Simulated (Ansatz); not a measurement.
Relaxation of C$_{2}$H$_{9}$NOSi (14 atoms, charge 0, multiplicity 1), to a largest force component of 0.02 eV/Å in at most 40 steps.

The calculation used RKS PBE-D4/STO-3G (Ansatz 0.2.0).

```xyz
14
Properties=species:S:1:pos:R:3
Si 0.000 0.000 0.000
O 0.000 0.000 1.680
H -0.909 -0.281 2.017
H 1.377 0.000 -0.486
N -0.857 1.485 -0.606
C -2.272 1.409 -0.998
H -2.825 0.778 -0.270
H -2.709 2.429 -1.010
H -2.352 0.961 -2.011
C -0.135 2.762 -0.704
H -0.244 3.171 -1.730
H -0.557 3.483 0.028
H 0.940 2.598 -0.483
H -0.688 -1.191 -0.486
```

Question: Where does it end, and by what steps?

Answer: The run converged. Limits of this set-up: minimal basis. After 14 steps the energy has fallen by 0.443 eV; H8 moved furthest, 1.12 Å.

```csv
step,energy less start (eV),largest force component (eV/Å),accepted
0,0.0000,2.346,yes
1,-0.2502,0.865,yes
2,-0.2925,0.308,yes
3,-0.2989,0.377,yes
4,-0.3264,0.276,yes
5,-0.3386,0.461,yes
6,-0.3731,0.168,yes
7,-0.4086,0.188,yes
8,-0.4057,0.671,no
9,-0.4226,0.082,yes
10,-0.4342,0.167,yes
11,-0.4389,0.198,yes
12,-0.4422,0.079,yes
13,-0.4430,0.038,yes
14,-0.4431,0.018,yes
```

```xyz
14
Properties=species:S:1:pos:R:3
Si -0.021 0.005 0.078
O -0.127 0.299 1.780
H -1.141 0.210 1.964
H 1.408 -0.041 -0.188
N -0.708 1.258 -0.994
C -2.205 1.361 -0.999
H -2.642 0.348 -1.121
H -2.642 1.820 -0.076
H -2.533 1.985 -1.859
C -0.103 2.624 -0.850
H -0.423 3.265 -1.699
H -0.385 3.156 0.094
H 1.004 2.538 -0.876
H -0.711 -1.225 -0.312
```

The run took 45 s on 1 thread of Intel(R) Xeon(R) Platinum 8488C (Sapphire Rapids) (shared host), peak memory 0.16 GiB.
